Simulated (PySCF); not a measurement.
## Electronic structure of Pb⁺ (lead, charge +1) at the M06-L level

Configuration: [Xe] 4f14 5d10 6s2 6p1, 2P determinant. Calculation: PySCF 2.14, in x2c-QZVPPall (16s10p9d6f1g, 142 functions); the spin-free X2C one-electron Hamiltonian (Gaussian nucleus).

```json
{
  "Total energy": "-20885.17 hartree",
  "One-electron energy": "-28548.85 hartree",
  "Hartree (Coulomb) energy": "8057.88 hartree",
  "Exchange-correlation energy": "-394.19 hartree",
  "⟨S²⟩": "0.7508",
  "⟨L²⟩": "2.006",
  "Sum of ⟨r⟩": "45.48 bohr",
  "Sum of ⟨r²⟩": "57.14 bohr²",
  "Traceless quadrupole moment −½Σ⟨3z² − r²⟩ along its main axis": "-4.13 e·bohr²",
  "Langevin diamagnetic susceptibility": "-45.3 ×10⁻⁶ cm³/mol",
  "Time after the integrals": "about 22 core-seconds"
}
```

```
shell  electrons  mean orbital energy (hartree)  spread (hartree)  rms radius, mean of both spins (bohr)
 1s α          1                    -3228.93543                 0                                 0.0181
 1s β          1                    -3228.93489                 0                                 0.0181
 2s α          1                     -578.98027                 0                                 0.0730
 2s β          1                     -578.98022                 0                                 0.0730
 2p α          3                     -499.02491           0.00085                                 0.0673
 2p β          3                     -499.02455           0.00150                                 0.0673
 3s α          1                     -139.81065                 0                                  0.186
 3s β          1                     -139.81045                 0                                  0.186
 3p α          3                     -116.61379           0.00274                                  0.189
 3p β          3                     -116.61349           0.00326                                  0.189
 3d α          5                      -91.78167           0.00233                                  0.173
 3d β          5                      -91.78136           0.00290                                  0.173
 4s α          1                      -32.18591                 0                                  0.408
 4s β          1                      -32.18553                 0                                  0.408
 4p α          3                      -24.49377           0.00611                                  0.435
 4p β          3                      -24.49339           0.00664                                  0.435
 4d α          5                      -15.24079           0.00595                                  0.462
 4d β          5                      -15.24026           0.00667                                  0.462
 5s α          1                       -5.64276                 0                                  0.910
 5s β          1                       -5.64136                 0                                  0.910
 4f α          7                       -5.21821           0.00612                                  0.497
 4f β          7                       -5.21735           0.00736                                  0.497
 5p α          3                       -3.52948           0.01334                                   1.04
 5p β          3                       -3.52873           0.01579                                   1.04
 5d α          5                       -1.08074           0.01585                                   1.40
 5d β          5                       -1.07701           0.02074                                   1.40
 6s α          1                       -0.70274                 0                                   2.41
 6s β          1                       -0.68341                 0                                   2.41
 6p α          1                       -0.36582                 0                                   3.20
```

Spin-orbit coupling, absent here, splits the open shell strongly.

Densities and radii are taken from the X2C orbitals without a picture-change correction, which distorts them close to the nucleus.
